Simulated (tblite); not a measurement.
Isomers of C8H10. Method: GFN2-xTB as coded in tblite; computed harmonic values from a numerical Hessian at the method's own geometry, unscaled. Against measured fundamentals such values can be off by several per cent, at times by over 20. One conformer each.

Electronic energies: GFN2-xTB at the same geometries; isomer energies are rough at this level and their order can be wrong.

```json
{"SMILES": "CC1=C[C@H]2C=C[C@@H]1C2", "electronic energy, lowest = 0 (kcal/mol)": "0.0"}
{"SMILES": "C1=CC2(C=C1)CCC2", "electronic energy, lowest = 0 (kcal/mol)": "1.3"}
{"SMILES": "C#CC(C)=C=C(C)C", "electronic energy, lowest = 0 (kcal/mol)": "46.8"}
```

Task: How do GFN2-xTB zero-point energies change the relative energies?

Result: 
| SMILES | ZPE (kcal/mol) | of it from modes above 1550 cm⁻¹ | electronic (kcal/mol) | with ZPE, lowest = 0 (kcal/mol) | lowest mode (cm⁻¹) | rings |
| --- | --- | --- | --- | --- | --- | --- |
| CC1=C[C@H]2C=C[C@@H]1C2 | 96.5 | 48.4 | 0.0 | 0.0 | 135 | 2 |
| C1=CC2(C=C1)CCC2 | 96.4 | 48.3 | 1.3 | 1.2 | 67 | 2 |
| C#CC(C)=C=C(C)C | 92.2 | 49.9 | 46.8 | 42.4 | 79 | 0 |

The zero-point energies span 4.3 kcal/mol, from `C#CC(C)=C=C(C)C` to `CC1=C[C@H]2C=C[C@@H]1C2`. The order is unchanged.

Task: What do entropy and thermal enthalpy add at 298.15 K and 1 bar (rigid rotor, harmonic oscillator, one conformer each)?

Result: 
```json
{"SMILES": "CC1=C[C@H]2C=C[C@@H]1C2", "point group": "C1", "symmetry number": "1", "S (cal/(mol K))": "79.9", "H − H(0) (kcal/mol)": "4.76", "ZPE + H − H(0) − TS (kcal/mol)": "77.5"}
{"SMILES": "C1=CC2(C=C1)CCC2", "point group": "Cs", "symmetry number": "1", "S (cal/(mol K))": "82.7", "H − H(0) (kcal/mol)": "4.95", "ZPE + H − H(0) − TS (kcal/mol)": "76.7"}
{"SMILES": "C#CC(C)=C=C(C)C", "point group": "Cs", "symmetry number": "1", "S (cal/(mol K))": "99.8", "H − H(0) (kcal/mol)": "7.28", "ZPE + H − H(0) − TS (kcal/mol)": "69.7"}
```
